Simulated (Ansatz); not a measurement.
Reaction (ligand exchange at a Ge–C bond): `[GeH3]/[CH]=C\Br` + `OBF` → `FB[O][GeH3]` + `C=CBr`

Isolated molecules relaxed with PBE0-D4/def2-TZVP in Ansatz; ΔE leaves out vibrations. CCSD(T)/CBS adds triple-zeta CCSD(T) − MP2 to the extrapolated MP2 energy (def2 sets, frozen cores). This one scheme is used for every species. DFT in def2-TZVPP. For Br, Ge outer-core shells are correlated without core-valence functions, which leaves a few kJ/mol of doubt a bond. Scalar relativity is left out up to krypton. Each species was taken in one conformer, which may not be the lowest.

| level | ΔE (eV) |
| --- | --- |
| ωB97M-V | -0.37 |
| B2PLYP | -0.42 |
| MP2/def2-TZVPP | -0.32 |
| CCSD/def2-TZVPP | -0.39 |
| CCSD(T)/def2-TZVPP | -0.36 |
| SCS-MP2/def2-QZVPP | -0.39 |
| MP2/CBS(def2) | -0.29 |
| CCSD/CBS(def2) | -0.35 |

Q: What does CCSD(T)/CBS give? (Estimate.)

A: Ansatz gave: -0.32 eV. The listed levels differ from it by -0.05, -0.10, 0.00, -0.07, -0.04, -0.07, 0.03, -0.03 eV.

Largest T1 diagnostic among the species: 0.013.

In def2-TZVPP, CCSD(T) changes the Hartree–Fock value by +0.24 eV (the triples alone add +0.03 eV) and MP2 by +0.28 eV. The D4 term adds +0.06 eV with B3LYP and +0.03 eV with PBE0; it sums over pairs of atoms, weighted by their polarisabilities, and B3LYP, whose exchange is more repulsive, gets the larger term.

B3LYP here is the variant with VWN-RPA as its local correlation; programs differ in this.
